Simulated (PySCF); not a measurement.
Atoms are numbered as in `[CH3:1][O:2][C:3](=[O:4])/[CH:5]=[CH:6]/[c:7]1[cH:8][cH:9][cH:10][cH:11][cH:12]1` (H(Xn): hydrogen on atom n).

Geometry: PBE0-D3(BJ)/def2-SVP; GIAO shifts from PySCF 2.14.0 with density-fitted response routines, gas phase, non-relativistic, averaged over equivalent atoms.

At PBE0/pcSseg-1 (254 basis functions):
```csv
atoms,δ (ppm)
C3,171.3
C6,153.6
C7,138.7
C10,136.6
C8/C12,134.7
C9/C11,134.3
C5,121.4
C1,51.9
O4,401.8
O2,190.4
H(C6),7.83
H(C8)/H(C12),7.73
H(C9)/H(C11),7.52
H(C10),7.47
H(C5),6.50
H(C1),3.72
```

References, each an isolated molecule treated in the same way: ¹³C (184.41 ppm), ¹H (31.27 ppm) vs TMS; ¹⁷O (334.56 ppm) vs H2O.

Question: Predict the values at CAM-B3LYP/pcSseg-1 on the same geometry.

Answer: 
```
       atoms  δ at CAM-B3LYP/pcSseg-1  change
          C3                    175.6    +4.3
          C6                    157.9    +4.3
          C7                    142.4    +3.7
         C10                    140.1    +3.5
      C8/C12                    138.2    +3.5
      C9/C11                    137.7    +3.4
          C5                    124.0    +2.6
          C1                     52.4    +0.5
          O4                    408.5    +6.7
          O2                    189.3    -1.1
       H(C6)                     7.84   +0.01
H(C8)/H(C12)                     7.70   -0.03
H(C9)/H(C11)                     7.48   -0.04
      H(C10)                     7.43   -0.04
       H(C5)                     6.46   -0.04
       H(C1)                     3.75   +0.03
```

References, each an isolated molecule treated in the same way: ¹³C (σ = 182.45 ppm), ¹H (σ = 31.33 ppm) vs TMS; H2O for ¹⁷O (σ = 338.55 ppm).

The largest change is at O4 (ester carbonyl oxygen). Cost: 254 basis functions. The order of the carbon signals is the same at both levels.

The carbons averaged at δ 134.7 differ by 9 ppm in this conformer. Unscaled 17O shifts of doubly bonded oxygen tend to come out too high, by tens of ppm or more. Experimental scales use liquid or dissolved standards, which lie at an offset from isolated H2O (liquid H2O: subtract about 36 ppm).
